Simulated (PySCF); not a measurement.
## Structure elucidation problem

An unknown has the formula C$_{4}$H$_{6}$F$_{2}$O$_{2}$. Its calculated NMR data are:

$^{1}$H NMR (300 MHz, computed): δ 4.79 (s, 2H), 3.81 (m, 4H).

$^{13}$C{$^{1}$H} NMR (computed): δ 120.8 (C), 99.2 (CH2), 74.9 (CH2, 2C).

Computational details: shielding tensors at PBE0/pcSseg-2 (GIAO), PBE0-D3(BJ)/def2-TZVP geometry, in PySCF (non-relativistic, a single conformation, fast rotation and ring inversion assumed for equivalent nuclei, gas phase).

Scale: $^{1}$H (31.52 ppm), $^{13}$C (186.03 ppm) vs TMS (reference shieldings calculated alike).

Problem. Propose a structure and justify it.

Solution. 
1. Rings plus π bonds: 1 (1 ring in the answer).
2. 3 carbon signals for 4 carbons: some carbons are equivalent by symmetry or fast rotation.
3. Carbon types of the structure: 1 × C, 3 × CH2, which accounts for all hydrogens.
4. δC 120.8: fully substituted sp3 carbon bonded to 2 F; 2 electronegative neighbours deshield it.
5. δC 99.2: sp3 carbon bearing two oxygens; 2 electronegative neighbours deshield it.
6. δC 74.9: sp3 CH2 bonded to O; pulled downfield by the heteroatom.
7. δH 4.79: hydrogen on an sp3 carbon bearing two oxygens; its carbon carries O, which withdraws density.
8. δH 3.81: hydrogen on an sp3 CH2 bonded to O; its carbon carries O, an electronegative neighbour.

The compound is 5,5-difluoro-1,3-dioxane (FC1(F)COCOC1).

This is the structure that produced the data.

Splittings by $^{19}$F in the carbon and heteronuclear signals aren't shown, as no couplings were computed. Shifts are as computed. Against solution values, carbons near 30 ppm lie about +3 ppm off and those near 130 ppm about +9 ppm. Of 1211 compounds with measured shifts, 218 miss one by over three times the rms of a fit or turn the order of signals round; such compounds aren't used in these exercises. No couplings were computed; multiplicities are counted from neighbouring protons, with m where these are inequivalent, close in shift, in a saturated or five-membered ring or joined by F or P, and br s for small geminal =CH2 splittings.
